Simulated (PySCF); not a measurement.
C2H6Si, triplet, at a GFN2-xTB geometry (the spin is typed, not shown lowest); CCSD(T)/3-21G in PySCF.

Input for PySCF:
```python
from pyscf import gto, scf, cc

mol = gto.M(
    atom='''
Si   -0.225573    0.100488    0.543546
C     0.808156    1.430627   -0.365626
H     0.899633    2.325149    0.240102
H     0.339152    1.704414   -1.308169
H     1.808524    1.060634   -0.579358
C    -0.507828   -1.564418   -0.358052
H     0.440909   -2.051916   -0.571486
H    -1.028462   -1.408136   -1.300298
H    -1.103704   -2.234239    0.251633
''',
    basis='3-21g',
    charge=0,
    spin=2,
    verbose=4,
)

mf = scf.UHF(mol)
mf.kernel()

mycc = cc.CCSD(mf, frozen=8)
mycc.kernel()
et = mycc.ccsd_t()
print('E(CCSD(T)) = %.10f' % (mycc.e_tot + et))
mf.analyze()
```

The log (banner, timings and long lists left out):

```
PySCF version 2.14.0

[INPUT] verbose = 4
[INPUT] num. atoms = 9
[INPUT] num. electrons = 32
[INPUT] charge = 0
[INPUT] spin (= nelec alpha-beta = 2S) = 2
[INPUT] symmetry False subgroup None
[INPUT] Mole.unit = angstrom
[INPUT] Symbol           X                Y                Z      unit          X                Y                Z       unit  Magmom
[...]
nuclear repulsion = 95.5944892906109
number of shells = 29
number of NR pGTOs = 75
number of NR cGTOs = 43
basis = 3-21g
ecp = {}

******** <class 'pyscf.scf.uhf.UHF'> ********
method = UHF
initial guess = minao
damping factor = 0
level_shift factor = 0
DIIS = <class 'pyscf.scf.diis.CDIIS'>
diis_start_cycle = 1
diis_space = 8
diis_damp = 0
SCF conv_tol = 1e-09
SCF conv_tol_grad = None
SCF max_cycles = 50
direct_scf = True
direct_scf_tol = 1e-13
number electrons alpha = 17  beta = 15
Set gradient conv threshold to 3.16228e-05
init E= -365.959604362804

cycle= 1 E= -366.108342149261  delta_E= -0.149  |g|= 0.175  |ddm|=  1.9
cycle= 2 E= -366.142835742755  delta_E= -0.0345  |g|= 0.062  |ddm|= 0.334
cycle= 3 E= -366.147993565661  delta_E= -0.00516  |g|= 0.0248  |ddm|= 0.145
cycle= 4 E= -366.148875256387  delta_E= -0.000882  |g|= 0.0113  |ddm|= 0.0487
cycle= 5 E= -366.149266991419  delta_E= -0.000392  |g|= 0.00476  |ddm|= 0.0534
cycle= 6 E= -366.149338639177  delta_E= -7.16e-05  |g|= 0.00147  |ddm|= 0.0267
cycle= 7 E= -366.149344060006  delta_E= -5.42e-06  |g|= 0.000525  |ddm|= 0.00611
cycle= 8 E= -366.149344720733  delta_E= -6.61e-07  |g|= 0.000187  |ddm|= 0.00208
cycle= 9 E= -366.149344803729  delta_E= -8.3e-08  |g|= 6.69e-05  |ddm|= 0.000726
cycle= 10 E= -366.149344814421  delta_E= -1.07e-08  |g|= 1.61e-05  |ddm|= 0.000284
cycle= 11 E= -366.149344814983  delta_E= -5.62e-10  |g|= 2.8e-06  |ddm|= 7.35e-05
Extra cycle  E= -366.149344814995  delta_E= -1.13e-11  |g|= 1.31e-06  |ddm|= 8.91e-06
converged SCF energy = -366.149344814995  <S^2> = 2.0040317  2S+1 = 3.0026866

******** <class 'pyscf.cc.uccsd.UCCSD'> ********
CC2 = 0
CCSD nocc = (np.int64(9), np.int64(7)), nmo = (35, 35)
frozen orbitals 8
max_cycle = 50
direct = 0
conv_tol = 1e-07
conv_tol_normt = 1e-06
diis_space = 6
diis_start_cycle = 0
diis_start_energy_diff = 1e+09
Init t2, MP2 energy = -0.179819225374116
Init E_corr(UCCSD) = -0.179819225375946
cycle = 1  E_corr(UCCSD) = -0.198883975829153  dE = -0.0190647505  norm(t1,t2) = 0.0593982
cycle = 2  E_corr(UCCSD) = -0.205063426062697  dE = -0.00617945023  norm(t1,t2) = 0.0217168
[...]
E(UCCSD) = -366.3575852239306  E_corr = -0.2082404089360117
E(CCSD(T)) = -366.3624577884
Total Energy =                        -366.149344814994606
[...]
spin_pop of  0 Si 2py      -0.00002
spin_pop of  0 Si 2pz       0.00000
spin_pop of  0 Si 3px       0.74761
spin_pop of  0 Si 3py       0.15855
spin_pop of  0 Si 3pz       0.63873
spin_pop of  0 Si 4px       0.00258
spin_pop of  0 Si 4py       0.00058
spin_pop of  0 Si 4pz      -0.00008
spin_pop of  1 C 1s        0.00000
spin_pop of  1 C 2s        0.00266
spin_pop of  1 C 3s       -0.00005
spin_pop of  1 C 2px       0.00039
spin_pop of  1 C 2py       0.00252
spin_pop of  1 C 2pz       0.00819
spin_pop of  1 C 3px       0.00017
spin_pop of  1 C 3py      -0.00003
spin_pop of  1 C 3pz       0.00037
spin_pop of  2 H 1s       -0.00237
spin_pop of  2 H 2s        0.00020
spin_pop of  3 H 1s        0.02326
spin_pop of  3 H 2s        0.00052
spin_pop of  4 H 1s        0.02326
spin_pop of  4 H 2s        0.00052
spin_pop of  5 C 1s        0.00000
spin_pop of  5 C 2s        0.00266
spin_pop of  5 C 3s       -0.00005
spin_pop of  5 C 2px      -0.00642
spin_pop of  5 C 2py       0.00942
spin_pop of  5 C 2pz       0.00809
spin_pop of  5 C 3px       0.00018
spin_pop of  5 C 3py      -0.00003
spin_pop of  5 C 3pz       0.00037
spin_pop of  6 H 1s        0.02326
spin_pop of  6 H 2s        0.00052
spin_pop of  7 H 1s        0.02326
spin_pop of  7 H 2s        0.00052
spin_pop of  8 H 1s       -0.00237
spin_pop of  8 H 2s        0.00020
 ** Mulliken Spin Density (per atom)  **
spin density of  0 Si =      1.88077
spin density of  1 C =      0.01422
spin density of  2 H =     -0.00217
spin density of  3 H =      0.02378
spin density of  4 H =      0.02378
spin density of  5 C =      0.01422
spin density of  6 H =      0.02378
spin density of  7 H =      0.02378
spin density of  8 H =     -0.00217
 ** Mulliken pop alpha/beta on meta-lowdin orthogonal AOs **
 ** Mulliken pop       alpha | beta **
In total            17.00000 | 15.00000
 ** Mulliken atomic charges   ( Nelec_alpha | Nelec_beta ) **
charge of  0Si =      0.34495  (     7.76791      5.88714 )
charge of  1C =     -0.49242  (     3.25332      3.23910 )
charge of  2H =      0.10953  (     0.44415      0.44632 )
charge of  3H =      0.10521  (     0.45929      0.43550 )
charge of  4H =      0.10521  (     0.45929      0.43550 )
charge of  5C =     -0.49242  (     3.25332      3.23910 )
charge of  6H =      0.10521  (     0.45929      0.43550 )
charge of  7H =      0.10521  (     0.45929      0.43550 )
charge of  8H =      0.10953  (     0.44415      0.44632 )
Dipole moment(X, Y, Z, Debye):  0.08554, -0.03811, -0.20613
```
